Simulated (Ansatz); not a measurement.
`BCBC` + NH₃ → `BCBN` + CH₄ at 400 K and 1 bar (ligand exchange at a B–C bond).

Computed with Ansatz on PBE0-D4/def2-TZVP structures; ΔE is electronic, products minus reactants. CCSD(T)/CBS is the MP2 limit (def2-TZVPP, def2-QZVPP) plus CCSD(T) − MP2 in def2-TZVPP, frozen cores. This one scheme is used for every species. One conformer a species, not always the lowest.

```csv
species,CCSD(T)/CBS energy (Eh),H − E (kJ/mol),S (J/(mol·K))
`BCBC`,-130.49141,283.4,358.7
NH₃,-56.50880,104.2,203.1
`BCBN`,-146.59023,260.0,344.6
CH₄,-40.46206,131.3,197.2
```

H − E and S are ideal-gas, rigid-rotor, harmonic terms from PBE0-D4/def2-TZVP, for one conformer and one mirror image of each species. 1 Eh = 2625.50 kJ/mol, R = 8.31446 J/(mol·K).

By hand: ΔE, ΔH, ΔS and ΔG.

ΔE = (-146.59023) + (-40.46206) − (-130.49141) − (-56.50880) = -0.05208 Eh = -136.7 kJ/mol. Δ(H − E) = 260.0 + 131.3 − 283.4 − 104.2 = 3.7, so ΔH = -133.0 kJ/mol. ΔS = 344.6 + 197.2 − 358.7 − 203.1 = -20.0 J/(mol·K). ΔG = -133.0 − 400 × (-20.0)/1000 = -125.0 kJ/mol.

By hand: the equilibrium constant, and the temperature at which ΔG would vanish if ΔH and ΔS stayed fixed.

log₁₀ K = −ΔG/(RT ln 10) = 16.3. ΔG = 0 at ΔH/ΔS = 6650 K, far beyond where these terms or the molecules hold.

ΔH outweighs TΔS. A doubt of 5 kJ/mol in ΔE shifts log₁₀ K by 0.7 here. Other conformers and mirror images would add mixing entropy, several J/(mol·K) or more a flexible species. Modes under 60 cm⁻¹, often nearly free rotors, make the harmonic entropy too high. These are equilibria of isolated gas molecules and say nothing of rates. Largest T1 diagnostic: 0.012 (customary marks: 0.02 for closed shells, 0.045 for open ones).
